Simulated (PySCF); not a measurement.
Compound: C3H10N3Si (doublet state).
Z-matrix (Å and degrees, GFN2-xTB geometry), rows numbered from 1:
```
N 
C   1  1.3754
Si  2  1.9465  1   98.54
N   3  1.7088  2  116.16  1    57.14
C   4  1.4474  3  112.15  2   117.24
C   5  1.5287  4  106.32  3    20.96
N   6  1.4477  5  106.16  4   -36.22
H   1  1.0162  2  111.44  3    90.24
H   2  1.0896  1  111.05  3   112.99
H   2  1.0947  1  117.96  3  -117.36
H   3  1.4690  2  107.49  1   -66.20
H   4  1.0052  3  124.80  2   -30.32
H   5  1.0947  4  110.49  3   141.05
H   5  1.0970  4  111.32  3   -98.49
H   6  1.0978  5  109.47  4    83.81
H   6  1.0930  5  111.06  4  -156.34
H   7  1.0063  3  124.22  2    79.76
```

The hyperfine couplings belong to this conformer and change with its torsions.

The species is `[NH]C[SiH]1NCCN1` [radical].

Computed with UKS B3LYP, pcH-1 on C H N Si, non-relativistic, mean-field spin-orbit, GIAO (PySCF). Isolated species at its GFN2-xTB geometry (one conformer only). Couplings are sensitive to structure, and on GFN2-xTB geometries they can be far from those on DFT ones. No stability test was run, so a lower SCF solution isn't excluded.

Principal values of hyperfine tensors in MHz (contact, dipolar and spin–orbit terms together), for some of the nuclei:

```json
{"atom": "Si3", "isotope": "29Si", "A1": "-209.20", "A2": "-166.02", "A3": "-164.70"}
{"atom": "H10", "isotope": "1H", "A1": "47.77", "A2": "49.50", "A3": "64.03"}
{"atom": "H8", "isotope": "1H", "A1": "-97.39", "A2": "-59.11", "A3": "1.99"}
{"atom": "H9", "isotope": "1H", "A1": "45.94", "A2": "46.26", "A3": "61.79"}
{"atom": "C2", "isotope": "13C", "A1": "-31.87", "A2": "-24.23", "A3": "-4.98"}
{"atom": "N7", "isotope": "14N", "A1": "12.17", "A2": "12.38", "A3": "15.75"}
{"atom": "H11", "isotope": "1H", "A1": "1.22", "A2": "2.86", "A3": "10.97"}
{"atom": "C6", "isotope": "13C", "A1": "3.55", "A2": "3.71", "A3": "5.79"}
```

Question: Split each tensor into its isotropic and traceless parts, and turn a_iso into mT with g = 2.0042.

Answer: a_iso is a third of the trace, T = A − a_iso, and a(mT) = a(MHz)/(g × 13.996). The tensors hold a spin–orbit part: the run splits a_iso into a_FC + a_SO, and T includes its anisotropic share.

| atom | a_iso (MHz) | a_FC | a_SO | a_iso (mT) | T1 | T2 | T3 |
| --- | --- | --- | --- | --- | --- | --- | --- |
| Si3 | -179.97 | -180.15 | 0.17 | -6.416 | -29.23 | 13.95 | 15.28 |
| H10 | 53.77 | 53.75 | 0.01 | 1.917 | -6.00 | -4.26 | 10.26 |
| H8 | -51.51 | -51.60 | 0.09 | -1.836 | -45.89 | -7.61 | 53.49 |
| H9 | 51.33 | 51.31 | 0.02 | 1.830 | -5.39 | -5.07 | 10.46 |
| C2 | -20.36 | -20.41 | 0.05 | -0.726 | -11.51 | -3.87 | 15.38 |
| N7 | 13.44 | 13.43 | 0.00 | 0.479 | -1.26 | -1.05 | 2.32 |
| H11 | 5.02 | 5.02 | 0.00 | 0.179 | -3.80 | -2.15 | 5.95 |
| C6 | 4.35 | 4.35 | 0.00 | 0.155 | -0.80 | -0.64 | 1.44 |

Question: What spin density at the nucleus of H9 lies behind its contact coupling (g_N = 5.58569)?

Answer: a_FC = 800.24 MHz bohr³ × g_N × ρ(0)/(2S). With a_FC = 51.31 MHz and 2S = 1, ρ(0) = 0.01148 bohr⁻³. In magnitude that is 3.6 % of the 1/π = 0.318 of a free hydrogen atom.

Question: N1 (14N, g_N = 0.40376) isn't in the table. Its spin density at the nucleus is 0.08437 bohr⁻³. What is its contact coupling?

Answer: By the same relation, a_FC = 27.3 MHz. Its full tensor has the principal values -11.44, -10.17, 103.48 MHz.

Question: Which nucleus of the table has the largest anisotropic coupling, and what is its form?

Answer: H8: -45.9, -7.6, 53.5 MHz (the dipolar term alone has -45.9, -7.5, 53.4), rhombic: the two smaller values differ by 72 % of the largest.

Question: In a single crystal, with the field along each principal axis of the tensor of H10 in turn, what first-order splitting does this nucleus give (isotropic g, quadrupole terms neglected)?

Answer: 2 lines (I = 1/2), spaced by |A_i|/(g × 13.996): 1.70, 1.76, 2.28 mT along the axes of A1, A2 and A3.
